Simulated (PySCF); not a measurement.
Species: FGe2H7Si.
SMILES with atom numbers: `[F:1][GeH2:2][GeH2:3][SiH3:4]` (hydrogens: H5, H6 on Ge2; H7, H8 on Ge3; H9, H10, H11 on Si4)

Computed, not measured: PBE0-D3(BJ)/def2-SVP geometry optimisation, gas phase in PySCF 2.14.0.

(1) Give the optimised bond lengths and angles.

Answers

(1) 
| bond | length (bohr) |
| --- | --- |
| F1–Ge2 | 3.324 |
| Ge2–Ge3 | 4.581 |
| Ge3–Si4 | 4.502 |
| Ge2–H5, Ge2–H6 | 2.911 |
| Ge3–H7, Ge3–H8 | 2.911 |
| Si4–H9, Si4–H10, Si4–H11 | 2.821 |

Bonds in one row agree within 0.02 bohr and their mean is given. A selection of angles:
| angle | degrees |
| --- | --- |
| F1–Ge2–Ge3 | 102.8 |
| F1–Ge2–H5 | 105.5 |
| Ge3–Ge2–H5 | 114.9 |
| H5–Ge2–H6 | 110.9 |
| Ge2–Ge3–Si4 | 103.7 |
| Ge2–Ge3–H7 | 110.5 |
| Ge2–Ge3–H8 | 109.9 |
| Si4–Ge3–H7 | 112.0 |
| H7–Ge3–H8 | 108.7 |
| Ge3–Si4–H9 | 108.9 |
| H9–Si4–H10 | 109.2 |

Torsions: F1–Ge2–Ge3–Si4 9° (synperiplanar). The mirror-image conformer, all signs reversed, is as good.

Ge3 (germanium bonded to Ge, Si and 2 H) is distorted tetrahedral (angles from 103.7° to 112.0°). Ge2 (germanium bonded to F, Ge and 2 H) is distorted tetrahedral (angles from 102.8° to 115.8°). Si4 (SiH3 silicon) is tetrahedral (angles from 108.9° to 110.4°).

No PBE0-D3(BJ)/def2-SVP frequencies stand behind this structure, so it isn't proved a minimum. The numbers are those of one conformer.
